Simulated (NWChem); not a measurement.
System: BCl2F; SMILES FB(Cl)Cl

Computed with NWChem. The geometry was optimised at PBE0/def2-SVP. Core excitations by TDA in a window of 1s orbitals, non-relativistic and unshifted: absolute energies depend strongly on the exact-exchange share.

Problem. Estimate the computed values for F K edge, PBE/cc-pVTZ. Quantities: first 1s excitation (eV); dipole oscillator strength of the first; first state with f > 0.002 (eV); dipole oscillator strength of that state.

Solution. 
```json
{
 "first 1s excitation (eV)": "659.5",
 "dipole_oscillator_strength_of_the_first": "0.0110",
 "first state with f > 0.002 (eV)": "659.5",
 "dipole_oscillator_strength_of_that_state": "0.0110"
}
```
